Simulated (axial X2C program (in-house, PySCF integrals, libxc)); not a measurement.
Values are calculated unless marked as measured or tabulated.
## Sb₂⁺: input and output

Program: an in-house all-electron X2C program for linear molecules (integrals from PySCF).

Input:
```json
{"zs": [51, 51], "q": 1, "bas": ["dyall-cv3z", "dyall-cv3z"], "levels": ["PBE0", "HF", "BLYP"], "cc": true, "r0": 2.8, "thr": -1.0, "nmax": 90, "npts": 10, "nst": 2, "ntry": 6}
```
```bash
python so2c.py task.json out
```

Keys: zs atomic numbers; q charge; bas basis sets; levels methods; cc coupled cluster on or off; r0 starting distance in Å; thr threshold in hartree for freezing inner shells (an s shell follows its p shell); nmax most natural virtual spinors; npts points on the curve; nst determinants followed; ntry starts of the search. HF also brings MP2.

Output of the BLYP step, scalar-relativistic, at R = 2.584 Å for the state M_S = 1/2, Λ = 1. It starts from PBE0 orbitals of this distance.

```
spin-free X2C-1e  BLYP
basis functions 248  fitting functions 1300  grid points 5806
iter        total energy     max residual
   1     -12961.856814337     1.62e-01
   2     -12961.865919815     4.34e-03
   3     -12961.865888471     2.81e-03
   4     -12961.866002749     1.10e-03
   5     -12961.866012445     2.20e-04
   6     -12961.866012900     5.01e-05
   7     -12961.866012926     1.28e-05
   8     -12961.866012910     2.84e-05
   9     -12961.866012931     4.97e-07
  10     -12961.866012931     7.74e-08
converged
one-electron -18842.53158324  Coulomb 5692.51922131  exact exchange 0.00000000  xc functional -344.51229095  nuclear repulsion 532.65863994
```
Energies are in hartree; totals compare only within one Hamiltonian and basis.
